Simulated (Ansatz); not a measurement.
One change: `[CH3][Y]([OH])[F]` becomes `[NH2][Y]([OH])[F]`.

Ansatz, PBE0-D4/def2-TZVP geometries, multiplicity 1. Each molecule was computed in one conformer, which needn't be the lowest.

Elements past krypton have def2 core potentials.

| property | `[CH3][Y]([OH])[F]` |
| --- | --- |
| LUMO energy (B3LYP/def2-TZVPP) / eV | -2.18 |
| LUMO energy (ωB97M-V/def2-TZVPP) / eV | -0.64 |
| HOMO energy (B3LYP/def2-TZVPP) / eV | -6.36 |
| HOMO–LUMO gap (PBE0/def2-TZVPP) / eV | 4.77 |
| HOMO energy (ωB97M-V/def2-TZVPP) / eV | -8.84 |
| HOMO–LUMO gap (ωB97M-V/def2-TZVPP) / eV | 8.20 |

**Question.** Give the same properties after the change, and the shifts. (Best estimate.)

**Answer.** Computed: 
```tsv
property	`[NH2][Y]([OH])[F]`	shift
LUMO energy (B3LYP/def2-TZVPP) / eV	-1.92	0.26
LUMO energy (ωB97M-V/def2-TZVPP) / eV	-0.32	0.32
HOMO energy (B3LYP/def2-TZVPP) / eV	-6.61	-0.25
HOMO–LUMO gap (PBE0/def2-TZVPP) / eV	5.27	0.50
HOMO energy (ωB97M-V/def2-TZVPP) / eV	-9.18	-0.34
HOMO–LUMO gap (ωB97M-V/def2-TZVPP) / eV	8.86	0.66
```

With PBE0 the HOMO falls by 0.25 eV and the LUMO rises by 0.25 eV, so the gap widens by about 0.50 eV. PBE moves the HOMO by -0.18 eV and ωB97M-V by -0.34 eV. The zero-point energy changes by -23.1 kJ/mol with -3 modes.

B3LYP here is the variant with VWN-RPA as its local correlation; programs differ in this.
